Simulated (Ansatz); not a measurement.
`[SH][Sn]([SH])([SH])[Cl]` → `SS` + `[SH][Sn][Cl]`  (stannylene formation by 1,1-elimination)

Computed with Ansatz on PBE0-D4/def2-TZVP structures; ΔE is electronic, products minus reactants. CBS: MP2 limit from def2 TZ/QZ plus the TZ coupled-cluster correction, frozen cores. This one scheme is used for every species. Functionals use def2-TZVPP. B3LYP here is the variant with VWN-RPA as its local correlation; programs differ in this. HSE06 is defined as in plane-wave codes. Elements past krypton have def2 core potentials. For Sn outer-core shells are correlated without core-valence functions, which leaves a few kJ/mol of doubt a bond. Each species was taken in one conformer, which may not be the lowest.

```json
{"level": "LDA (SPW92)", "ΔE (kJ/mol)": "133.0", "difference from CCSD(T)/CBS": "-10.2"}
{"level": "PBE-D4", "ΔE (kJ/mol)": "115.1", "difference from CCSD(T)/CBS": "-28.1"}
{"level": "revPBE-D4", "ΔE (kJ/mol)": "108.1", "difference from CCSD(T)/CBS": "-35.1"}
{"level": "BLYP-D4", "ΔE (kJ/mol)": "93.6", "difference from CCSD(T)/CBS": "-49.6"}
{"level": "r2SCAN-D4", "ΔE (kJ/mol)": "134.5", "difference from CCSD(T)/CBS": "-8.7"}
{"level": "B97M-V", "ΔE (kJ/mol)": "137.3", "difference from CCSD(T)/CBS": "-5.9"}
{"level": "PBE0-D4", "ΔE (kJ/mol)": "134.8", "difference from CCSD(T)/CBS": "-8.4"}
{"level": "B3LYP-D4", "ΔE (kJ/mol)": "111.5", "difference from CCSD(T)/CBS": "-31.7"}
{"level": "r2SCANh-D4", "ΔE (kJ/mol)": "138.0", "difference from CCSD(T)/CBS": "-5.2"}
{"level": "r2SCAN0-D4", "ΔE (kJ/mol)": "143.0", "difference from CCSD(T)/CBS": "-0.2"}
{"level": "HSE06-D4", "ΔE (kJ/mol)": "134.3", "difference from CCSD(T)/CBS": "-8.9"}
{"level": "BHLYP-D4", "ΔE (kJ/mol)": "135.2", "difference from CCSD(T)/CBS": "-8.0"}
{"level": "CAM-B3LYP-D4", "ΔE (kJ/mol)": "124.4", "difference from CCSD(T)/CBS": "-18.8"}
{"level": "ωB97M-V", "ΔE (kJ/mol)": "132.9", "difference from CCSD(T)/CBS": "-10.3"}
{"level": "B2PLYP", "ΔE (kJ/mol)": "114.9", "difference from CCSD(T)/CBS": "-28.3"}
{"level": "PBE-QIDH", "ΔE (kJ/mol)": "149.1", "difference from CCSD(T)/CBS": "5.9"}
{"level": "PBE", "ΔE (kJ/mol)": "101.9", "difference from CCSD(T)/CBS": "-41.3"}
{"level": "BLYP", "ΔE (kJ/mol)": "69.1", "difference from CCSD(T)/CBS": "-74.1"}
{"level": "r2SCAN", "ΔE (kJ/mol)": "130.6", "difference from CCSD(T)/CBS": "-12.6"}
{"level": "PBE0", "ΔE (kJ/mol)": "122.4", "difference from CCSD(T)/CBS": "-20.8"}
{"level": "r2SCANh", "ΔE (kJ/mol)": "133.6", "difference from CCSD(T)/CBS": "-9.6"}
{"level": "r2SCAN0", "ΔE (kJ/mol)": "138.1", "difference from CCSD(T)/CBS": "-5.1"}
{"level": "BHLYP", "ΔE (kJ/mol)": "114.3", "difference from CCSD(T)/CBS": "-28.9"}
{"level": "CAM-B3LYP", "ΔE (kJ/mol)": "110.8", "difference from CCSD(T)/CBS": "-32.4"}
{"level": "LC-ωPBE", "ΔE (kJ/mol)": "145.4", "difference from CCSD(T)/CBS": "2.2"}
{"level": "RPA@PBE/def2-TZVPP", "ΔE (kJ/mol)": "126.5", "difference from CCSD(T)/CBS": "-16.7"}
{"level": "HF/def2-SVP", "ΔE (kJ/mol)": "134.7", "difference from CCSD(T)/CBS": "-8.5"}
{"level": "MP2/def2-SVP", "ΔE (kJ/mol)": "173.6", "difference from CCSD(T)/CBS": "30.4"}
{"level": "CCSD/def2-SVP", "ΔE (kJ/mol)": "149.6", "difference from CCSD(T)/CBS": "6.4"}
{"level": "CCSD(T)/def2-SVP", "ΔE (kJ/mol)": "151.0", "difference from CCSD(T)/CBS": "7.8"}
{"level": "HF/def2-TZVPP", "ΔE (kJ/mol)": "125.4", "difference from CCSD(T)/CBS": "-17.8"}
{"level": "MP2/def2-TZVPP", "ΔE (kJ/mol)": "150.7", "difference from CCSD(T)/CBS": "7.5"}
{"level": "SCS-MP2/def2-TZVPP", "ΔE (kJ/mol)": "136.8", "difference from CCSD(T)/CBS": "-6.4"}
{"level": "CCSD/def2-TZVPP", "ΔE (kJ/mol)": "137.8", "difference from CCSD(T)/CBS": "-5.4"}
{"level": "CCSD(T)/def2-TZVPP", "ΔE (kJ/mol)": "142.6", "difference from CCSD(T)/CBS": "-0.6"}
{"level": "MP2/def2-QZVPP", "ΔE (kJ/mol)": "150.9", "difference from CCSD(T)/CBS": "7.7"}
{"level": "SCS-MP2/def2-QZVPP", "ΔE (kJ/mol)": "138.2", "difference from CCSD(T)/CBS": "-5.0"}
{"level": "HF/CBS(def2)", "ΔE (kJ/mol)": "124.8", "difference from CCSD(T)/CBS": "-18.4"}
{"level": "MP2/CBS(def2)", "ΔE (kJ/mol)": "151.3", "difference from CCSD(T)/CBS": "8.1"}
{"level": "CCSD/CBS(def2)", "ΔE (kJ/mol)": "138.4", "difference from CCSD(T)/CBS": "-4.8"}
{"level": "CCSD(T)/CBS", "ΔE (kJ/mol)": "143.2", "difference from CCSD(T)/CBS": "0"}
```

Largest T1 diagnostic among the species: 0.015.

From BLYP to BHLYP (50 % exact exchange), in def2-TZVPP and without D4, ΔE moves by +45.2 kJ/mol. Leaving LDA and LC-ωPBE aside and taking each functional with its dispersion term where it has one, the values spread over 55.5 kJ/mol, from BLYP-D4 to PBE-QIDH. LDA lies +31.1 kJ/mol from PBE without D4. The D4 term adds +21.0 kJ/mol with B3LYP and +12.4 kJ/mol with PBE0; it sums over pairs of atoms, weighted by their polarisabilities, and B3LYP, whose exchange is more repulsive, gets the larger term.
